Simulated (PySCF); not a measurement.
Task: Write Cartesian coordinates for `[AlH3-][N+]#CCC` as optimised with PBE0-D3(BJ)/def2-SVP.

Result: 
```xyz
13
C3H8AlN angstrom
C      2.255   -0.573   -0.043
C      1.372    0.307    0.840
C     -0.025    0.283    0.443
N     -1.126    0.250    0.110
Al    -3.070    0.184   -0.484
H      3.295   -0.512    0.304
H      1.937   -1.624   -0.001
H      2.220   -0.244   -1.091
H      1.700    1.359    0.815
H      1.416   -0.011    1.895
H     -3.756    0.891    0.782
H     -3.240   -1.405   -0.628
H     -2.955    1.043   -1.835
```

Orientation and origin are arbitrary. Atoms count from 1 in this order. The 5 heavy atoms lie in one plane (0.000 Å rms). Al5 (aluminium bonded to N and 3 H) is distorted tetrahedral (angles from 99.2° to 117.5°). The 2 C–C bonds span 1.452 Å (C2–C3, drawn single) to 1.528 Å (C1–C2, drawn single), a spread of 0.076 Å.

Bonds between heavy atoms (Å): C1–C2 1.528, C2–C3 1.452, C3≡N4 1.152, N4–Al5 2.033.

Computed, not measured: PySCF 2.14.0, PBE0-D3(BJ)/def2-SVP geometry optimisation, gas phase.

Whether it is a minimum is left open (no frequencies).
